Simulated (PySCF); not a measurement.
Computed structure and properties of [PrF2]+

System: [PrF2]+ (singlet in the valence; each metal's 4f electrons, 2 of them, lie in its core potential, out of spins and levels); start: template (C2v). Method: PySCF 2.14.0, RKS PBE0, Pr lcecp-1-SVP with ECP48, F def2-SVP; non-relativistic Hamiltonian with scalar-relativistic core potentials where named; density fitting; no spin-orbit coupling.

Input of the relaxation:

```python
mol = gto.M(atom='''
Pr     0.00000     0.00000    -0.18764
F      1.97420    -0.00000     0.69586
F     -1.97420     0.00000     0.69586''',
    basis={'Pr': 'lcecp-1-SVP', 'F': 'def2-SVP'},
    ecp={'Pr': 'lcecp-1-SVP'},
    charge=1, spin=0)
mf = dft.RKS(mol, xc='PBE0')
mf.grids.atom_grid = (50, 194)  # f atoms: unpruned, at least (60, 302)
mf = mf.density_fit()  # fitting sets: Pr AutoAux, F def2-universal-JKFIT
mf.conv_tol = 1e-08; mf.max_cycle = 55
mf.kernel(dm0)  # dm0: converged density of the start geometry
# quasi-Newton relaxation in Cartesian coordinates to a largest gradient under 0.00045 Eh/bohr, steps kept in the point group
```

Run from Python with OMP_NUM_THREADS=2; the lines above give its settings. Where DIIS fails, smearing, a level shift and second-order steps follow.
It took 11 s on 2 threads of Intel(R) Xeon(R) Platinum 8375C CPU @ 2.90GHz (Ice Lake) (shared host), from the converged density of the start.

Course of the relaxation:

```csv
step,energy above end (eV),largest force component within the symmetry (eV/Å)
0,0.5516,2.570
1,0.1528,0.962
2,0.0647,0.724
3,0.0229,0.344
4,0.0024,0.255
5,0.0004,0.056
6,0.0000,0.001
```

Relaxed geometry (C2v):

```xyz
3

Pr    0.0000    0.0000   -0.3790
F     1.6323    0.0000    0.7915
F    -1.6323    0.0000    0.7915
```

```
   contact      Å
Pr1–F2 (F)  2.009
Pr1–F3 (F)  2.009
```

On the finer grid (75, 302):

```yaml
HOMO: -15.87 eV
LUMO: -7.57 eV
Dipole_about_the_centre_of_mass: 6.51 D
Set_of_Mulliken_populations_of_Pr1_outside_the_core_potential: s 2.05, p 6.09, d 1.06, f 0.11
D3_BJ_dispersion_energy_not_in_the_energies: -0.025 eV
```

```json
{"atom": "Pr1", "Mulliken (e)": "1.69", "Löwdin (e)": "1.46", "spin (e)": "0.00"}
{"atom": "F2", "Mulliken (e)": "-0.35", "Löwdin (e)": "-0.23", "spin (e)": "0.00"}
{"atom": "F3", "Mulliken (e)": "-0.35", "Löwdin (e)": "-0.23", "spin (e)": "0.00"}
```

The 4f levels lie in the core potential and are missing. Their spin isn't counted.

On the grid (50, 194), as all that follows. Harmonic modes: a minimum; lowest 116 cm⁻¹ (negative: unstable), highest 643 cm⁻¹, zero-point energy 0.086 eV.

Taking off one F (charge -1, singlet; the rest: singlet) in vacuum, both parts rigid, costs 17.11 eV; the small basis without counterpoise inflates it. Most of it is the attraction of opposite charges; other ways to part are cheaper, and one spin state was tried for the rest.

Rigid scan of F along the line from its metal:

(distance to F2 (Å), energy (eV)): (1.71, 1.784), (1.81, 0.678), (1.91, 0.145), (2.01, 0.000), (2.11, 0.110), (2.21, 0.385), (2.41, 1.194), (2.71, 2.591), (3.11, 4.274), (3.61, 5.833)

One start shape was tried, so this needn't be the lowest isomer.

An lcecp potential fixes the number of 4f electrons, so in runs with it no electron can move into or out of that shell.
